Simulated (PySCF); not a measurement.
Lanthanum: a sound run and one with changed settings

Sound run: La [Xe] 5d1 6s2, La⁺ [Xe] 5d2. All numbers are calculated (PySCF 2.14, a scalar-relativistic core potential, in def2-TZVP with the def2 core potential (46 electrons) (6s4p3d1f, 40 functions)). The sound run starts from symmetry-adapted Hartree-Fock orbitals and uses a fine grid where one is needed.

A second run was set up differently.

| species | method | sound run (hartree) | changed run (hartree) | converged |
| --- | --- | --- | --- | --- |
| La | UHF | n/a | -31.07517 | no |
| La | PBE0 | -31.47192 | -31.46293 | no |
| La | B3LYP | -31.49163 | -31.48611 | no |
| La⁺ | UHF | -30.91578 | -30.90828 | no |
| La⁺ | PBE0 | -31.27117 | -31.26000 | no |
| La⁺ | B3LYP | -31.28291 | -31.27610 | no |

(1) What was changed?
A. level shift left on
B. too few SCF iterations
C. angular grid far too coarse
D. all electrons correlated in a valence basis

## Answers

(1) A. It used initial guess atom, at most 50 SCF cycles, level shift 10.0 hartree. A level shift slows the SCF but leaves a converged energy unchanged.
